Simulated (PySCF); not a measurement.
Molfile (atoms numbered from 1):
```
C5H4O2S
     RDKit          3D

 12 11  0  0  0  0  0  0  0  0999 V2000
   -2.2267    0.8934   -0.6093 C   0  0  0  0  0  0  0  0  0  0  0  0
   -1.5461   -0.3761   -0.2351 C   0  0  0  0  0  0  0  0  0  0  0  0
   -2.3298   -1.7966   -0.0329 S   0  0  0  0  0  0  0  0  0  0  0  0
   -0.1581   -0.3440   -0.0576 C   0  0  0  0  0  0  0  0  0  0  0  0
    1.0373   -0.3885    0.1342 C   0  0  0  0  0  0  0  0  0  0  0  0
    2.4703   -0.4059    0.2565 C   0  0  0  0  0  0  0  0  0  0  0  0
    3.2236   -0.4135   -0.6802 O   0  0  0  0  0  0  0  0  0  0  0  0
    2.8606   -0.4030    1.5350 O   0  0  0  0  0  0  0  0  0  0  0  0
   -3.2989    0.7353   -0.6880 H   0  0  0  0  0  0  0  0  0  0  0  0
   -2.0205    1.6627    0.1353 H   0  0  0  0  0  0  0  0  0  0  0  0
   -1.8399    1.2519   -1.5641 H   0  0  0  0  0  0  0  0  0  0  0  0
    3.8294   -0.4162    1.5890 H   0  0  0  0  0  0  0  0  0  0  0  0
  1  2  1  0
  2  3  2  0
  2  4  1  0
  4  5  3  0
  5  6  1  0
  6  7  2  0
  6  8  1  0
  1  9  1  0
  1 10  1  0
  1 11  1  0
  8 12  1  0
M  END
```

Geometry: GFN2-xTB; GIAO shifts from PySCF 2.14.0 with density-fitted response routines, gas phase, non-relativistic, averaged over equivalent atoms.

At B97-2/MINI (48 basis functions, 3.3 s wall time on 1 thread of an Arm Neoverse V2, shared host):
```csv
atoms,δ (ppm)
C2,169.4
C6,100.1
C5,60.3
C4,58.6
C1,49.9
O7,552.7
O8,225.5
H12,8.27
H9/H10/H11,3.75
```

Referencing at the same level of theory: TMS for 13C (σ = 224.31 ppm) and 1H (σ = 30.76 ppm); 17O (σ = 372.64 ppm) vs H2O.

What do these become at PBE0/pcSseg-1?

Answers


```csv
atoms,δ at PBE0/pcSseg-1,change
C2,241.3,+71.9
C6,158.0,+57.9
C5,101.3,+41.0
C4,96.2,+37.6
C1,45.3,-4.6
O7,455.4,-97.3
O8,216.4,-9.1
H12,6.51,-1.76
H9/H10/H11,3.25,-0.50
```

Shifts are taken against calculated references (same method and geometry level): 13C (186.93 ppm) and 1H (31.72 ppm) vs TMS; 17O (336.08 ppm) vs H2O.

The largest change is at O7 (carbonyl oxygen). Cost: 163 basis functions, 25 s wall time on 1 thread of an Arm Neoverse V2, shared host. The order of the carbon signals is the same at both levels.

The C=O carbon of an acid or of an amide with N–H lies up to 10 ppm further downfield in solution, through hydrogen bonding that the calculation lacks. Unscaled 17O shifts of doubly bonded oxygen tend to come out too high, by tens of ppm or more. Experimental scales use liquid or dissolved standards, which lie at an offset from isolated H2O (liquid H2O: subtract about 36 ppm).
